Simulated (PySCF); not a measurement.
Si(H)2(Cl)(vinyl) (C2H5ClSi), SMILES C=C[SiH2]Cl.

Coordinates come from a ωB97X-D3(BJ)/def2-SVP optimisation. The values are those of a single conformer.

These are TDDFT-LC-ωPBE/def2-SVPD (PySCF) values and carry that method's errors.

Vertical excitations. The molecule is in vacuum.

| state | energy (eV) | λ (nm) | f | main pairs |
|---|---|---|---|---|
| S1 | 6.76 | 183 | 0.002 | HOMO−1→LUMO 61 %, HOMO−3→LUMO 20 %, HOMO−2→LUMO 10 % |
| S2 | 7.28 | 170 | 0.413 | HOMO→LUMO 90 % |
| S3 | 7.79 | 159 | 0.061 | HOMO−2→LUMO 59 %, HOMO−1→LUMO 11 % |
| S4 | 8.21 | 151 | 0.018 | HOMO−3→LUMO 32 %, HOMO−1→LUMO+2 20 %, HOMO−1→LUMO 8 %, HOMO−2→LUMO+2 7 % |
| S5 | 8.39 | 148 | 0.041 | HOMO→LUMO+1 58 %, HOMO→LUMO+3 17 %, HOMO→LUMO+2 10 % |
| S6 | 8.79 | 141 | 0.012 | HOMO−1→LUMO+2 24 %, HOMO−6→LUMO 21 %, HOMO−4→LUMO 9 %, HOMO→LUMO+2 7 % |
| S7 | 8.90 | 139 | 0.008 | HOMO→LUMO+2 38 %, HOMO−6→LUMO 16 %, HOMO→LUMO+3 7 % |
| S8 | 9.05 | 137 | 0.059 | HOMO−2→LUMO+1 24 %, HOMO−1→LUMO+1 22 %, HOMO→LUMO+3 8 %, HOMO→LUMO+2 7 % |
| S9 | 9.16 | 135 | 0.009 | HOMO−2→LUMO+2 17 %, HOMO−2→LUMO+1 16 %, HOMO−1→LUMO+1 14 %, HOMO−4→LUMO 8 % |
| S10 | 9.19 | 135 | 0.013 | HOMO−2→LUMO+2 20 %, HOMO−1→LUMO+1 17 %, HOMO−2→LUMO+3 13 %, HOMO−1→LUMO+2 6 % |
| T1 | 4.05 | 306 | 0 | HOMO→LUMO 76 % |
| T2 | 6.14 | 202 | 0 | HOMO−1→LUMO 56 %, HOMO−3→LUMO 24 %, HOMO−2→LUMO 9 % |
| T3 | 7.29 | 170 | 0 | HOMO−2→LUMO 44 %, HOMO−1→LUMO 11 %, HOMO−2→LUMO+2 10 % |
| T4 | 7.70 | 161 | 0 | HOMO−3→LUMO 27 %, HOMO−1→LUMO+2 20 %, HOMO−1→LUMO 10 %, HOMO−6→LUMO 6 % |
Triplets are in the Tamm–Dancoff approximation, which puts them higher than full response would, so one can lie above its singlet here.
